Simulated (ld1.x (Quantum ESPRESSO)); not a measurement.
# Transferability test, RRKJ potential for cerium

- Element: Ce
- Generator: ld1.x (Quantum ESPRESSO) 7.5
- Type: norm-conserving RRKJ (Kleinman–Bylander form)
- Functional: Wu–Cohen
- Relativity: fully relativistic
- Frozen core: [Kr] 4d10
- Valence charge: 12
- Reference configuration: 4f1 5s2 5p6 5d1 6s2 6p0
- Partial waves: 5s (bound): rc 1.75 bohr; 5p (bound): rc 2.50 bohr; 5d (bound): rc 2.30 bohr; 4f (bound): rc 1.30 bohr
- Local potential: all-electron potential smoothed inside 2.00 bohr (lloc = -1)
- Core correction: none
- rho0: 0.001

Open shells are filled in proportion to 2j + 1 (rel_dist='average').

Occupied shells without a wave of their own: 6s. They enter only through the test configuration that unscreens the potential.

Energies are relative to the spin-unpolarised reference configuration 4f1 5s2 5p6 5d1 6s2 6p0; without spin polarisation the order of configurations can differ from experiment.

(1) Give the all-electron excitation energy and the error of the potential for: 4f1 5s2 5p6 5d1 6s1 6p0; 4f1 5s2 5p6 5d1 6s0 6p0; 4f1 5s2 5p6 5d0 6s0 6p0; 4f2 5s2 5p6 5d0 6s1 6p0; 4f1 5s2 5p6 5d1 6s1.5 6p0; 4f1 5s2 5p6 5d1.5 6s1.5 6p0; 4f1 5s1 5p6 5d1 6s2 6p0.

Levels in the configuration 4f1 5s2 5p6 5d1.5 6s1.5 6p0:

```csv
level,all-electron (eV),pseudo (eV)
4f j=5/2,-4.756,-4.804
4f j=7/2,-4.425,-4.472
5s j=1/2,-39.715,-39.735
5p j=1/2,-24.338,-24.357
5p j=3/2,-21.596,-21.611
5d j=3/2,-2.679,-2.683
5d j=5/2,-2.490,-2.495
6s j=1/2,-3.487,-3.514
```

A Bessel basis up to 400 Ry misses an occupied level by 0.05 Ry, so cutoffs and ghosts were not judged.

Results:

(1)

```csv
valence configuration,charge,ΔE all-electron (eV),error AE − PS (meV)
4f1 5s2 5p6 5d1 6s1 6p0,+1,6.101,-34
4f1 5s2 5p6 5d1 6s0 6p0,+2,17.076,-93
4f1 5s2 5p6 5d0 6s0 6p0,+3,36.200,-131
4f2 5s2 5p6 5d0 6s1 6p0,+1,5.353,+92
4f1 5s2 5p6 5d1 6s1.5 6p0,+0.5,2.460,-15
4f1 5s2 5p6 5d1.5 6s1.5 6p0,0,0.409,-12
4f1 5s1 5p6 5d1 6s2 6p0,+1,45.727,+55
```

ld1.x printed “convergence not achieved” for 1 of the counted tests; its residual had stalled under 1e-8, short of the target of 1e-14.
